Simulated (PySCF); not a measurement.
One of the candidates below gave these computed data.

All candidates are C6H11N.

| technique | computed result |
| --- | --- |
| Dipole | 0.92 D [CAM-B3LYP/def2-SVPD] |
| UV, first state | lowest singlet excitation: 5.98 eV (207 nm, f = 0.007) [TDDFT CAM-B3LYP/def2-SVPD] |
| Triplet | lowest triplet excitation (Tamm–Dancoff): 5.79 eV [TDA CAM-B3LYP/def2-SVPD] |
| UV, strongest line | among the 8 lowest singlet transitions: S6 at 7.74 eV (160 nm, f = 0.040) [TDDFT CAM-B3LYP/def2-SVPD] |
| Rotational structure | rotational constants A, B, C: 6.438, 1.591, 1.469 GHz [GFN2-xTB] |
| Polarisability | 77.3 au [CAM-B3LYP/def2-SVPD] |

Electronic properties: PySCF, gas phase, density fitting. Levels stand in brackets. Geometry: GFN2-xTB, one conformer, isolated molecule.

Task: Which candidate is it?
A. `C=CC/N=C/CC`
B. `CCCCC1=NC1`
C. `CN[C@@H]1CC12CC2`

Result: C. It is `CN[C@@H]1CC12CC2`. Numbering: `[CH3:1][NH:2][C@@H:3]1[CH2:4][C:5]12[CH2:6][CH2:7]2`. Its formula, C6H11N, gives 2 degrees of unsaturation: 2 rings and 0 π bonds in the structure found. The optimised geometry has point group C1 and is an asymmetric top.

The others, at the same levels:
- `CCCCC1=NC1` fails: its computed lowest singlet excitation is 5.35 eV (232 nm, f = 0.000) (against 5.98 eV), lowest triplet excitation (Tamm–Dancoff) is 4.65 eV (against 5.79 eV) and strongest line among the 8 lowest singlet transitions is S3 at 7.53 eV (165 nm, f = 0.071) (against S6 at 7.74 eV).
- `C=CC/N=C/CC` fails: its computed lowest singlet excitation is 5.22 eV (238 nm, f = 0.001) (against 5.98 eV), lowest triplet excitation (Tamm–Dancoff) is 4.45 eV (against 5.79 eV) and static isotropic polarisability is 83.2 au (against 77.3 au).

Each candidate is one conformer, not necessarily the lowest. The conformers computed, where there is a choice (atom-mapped SMILES and torsion angles):
- `[CH3:1][NH:2][C@@H:3]1[CH2:4][C:5]12[CH2:6][CH2:7]2`: C1–N2–C3–C4 -81°
- `[CH3:1][CH2:2][CH2:3][CH2:4][C:5]1=[N:6][CH2:7]1`: C1–C2–C3–C4 179°, C2–C3–C4–C5 -66°, C3–C4–C5–N6 142°
- `[CH2:1]=[CH:2][CH2:3]/[N:4]=[CH:5]/[CH2:6][CH3:7]`: C1–C2–C3–N4 -130°, C2–C3–N4–C5 121°, N4–C5–C6–C7 124°
